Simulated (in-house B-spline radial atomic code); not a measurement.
**Al VI (Al5+): [He] 2s2 2p4**

All numbers are computed (Dirac-Kohn-Sham AM05, spherical fractional occupations; Fermi nucleus of rms radius 3.061 fm) with a B-spline radial code for spherical atoms, not measured.

Effective charges: Z_r = [3n² - l(l+1)]/(2<r>) from the radius, Z_e = n√(-2ε) from the energy, and Slater's rules. Values are occupation-weighted means over j.

```csv
shell,electrons,ε (eV),<r> (bohr),Z_r,Z_e,Slater
1s,2,-1632.8,0.1203,12.47,10.95,12.70
2s,2,-211.81,0.586,10.24,7.89,9.55
2p,4,-175.9,0.5389,9.28,7.19,9.55
```

The least bound orbital is 2p3/2 at -175.7 eV, while the most diffuse is 2s1/2 (<r> = 0.586 bohr against 0.5394 bohr): energy order and size order differ.

Spin-orbit splittings of the orbital energies (j = l + 1/2 above j = l - 1/2 when positive): 2p 0.5383 eV.

For the 1s electron the small component carries 0.21 % of the norm, the zero-frequency Breit interaction raises the level by 0.8587 eV, self-energy by 0.3669 eV, and vacuum polarisation lowers it by 0.02202 eV.
